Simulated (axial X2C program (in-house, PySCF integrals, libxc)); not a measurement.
## What spin–orbit coupling does to CsSi⁻

Computed with an axial X2C code built on PySCF integrals. Spin-free means the one-electron spin-free X2C Hamiltonian; two-component (2c) means X2C with spin–orbit coupling and atomic mean-field two-electron Coulomb and Gaunt terms, so the difference of the two also holds small scalar two-electron terms. Basis: Cs dyall-acv3z [16s16p10d4f1g], Si dyall-av3z [9s8p3d2f] (cores contracted in-house); Gaussian nuclei, density fitting, unrestricted open shells. Masses: Cs 132.905 u, Si 27.977 u.

Spin-free state: M_S = 1, Λ = 0 (beyond evenly filled blocks: π+α, π-α); fragments Cs + Si-.

```tsv
level	Re (Å)	ωe (cm⁻¹)	De (eV)	μ (D)
PBE0	3.482	122.4	0.984	-0.90
HF	3.672	111.8	0.906	0.45
PBEsol	3.418	127.5	1.047	-1.33
```

Dipoles are positive if Si is the positive end and refer to the centre of mass.

Two-component determinant lowest at the distance of the search:

Ω = 1 (⟨Sz⟩ = 1.00, ⟨Lz⟩ = 0.00 at PBE0); fragments Cs + Si-.

```csv
level,Re (Å),ωe (cm⁻¹),De (eV),μ (D)
PBE0,3.480,122.5,0.984,-0.90
HF,3.672,111.8,0.905,0.44
PBEsol,3.416,127.7,1.048,-1.33
```

Q: From the two tables, how do the constants change at the PBE0 level (2c against spin-free)?

A: At the PBE0 level Re drops by 0.002 Å and ωe stays the same within 0.2 cm⁻¹; De changes by 0.000 eV.

The state is a single determinant with fixed occupations, the lowest that a limited PBE0 search found. Dissociation energies refer to the lowest single-determinant-based atoms at the same level and basis. Density functionals use the spin component along the axis (collinear). PBE0 can misorder states that lie within some tenths of an eV, so this need not be the ground state of the molecule. The nearest other spin-free determinant of the search, M_S = 2, Λ = 0, lies 0.07 eV up at the distance of the search. Without a current term, density functionals place determinants with orbital angular momentum somewhat too high. With several unpaired electrons one determinant need not be a pure state. Open-shell Ω = 0 determinants with evenly filled partner blocks cannot be reached by this program, so the Ω shown need not be the lowest component. This is the Ω = 1 component of a π² triplet; the 0⁺ component is not one determinant and can lie lowest. The highest occupied level of some functionals is positive through self-interaction error; at Hartree–Fock it is bound. The determinant is spin-polarised beyond a pure state at some levels (its spin-free form has ⟨S²⟩ too high), which makes Re and μ there less reliable. Hartree–Fock gets electron affinities wrong, so its lowest charge split need not be the true one.
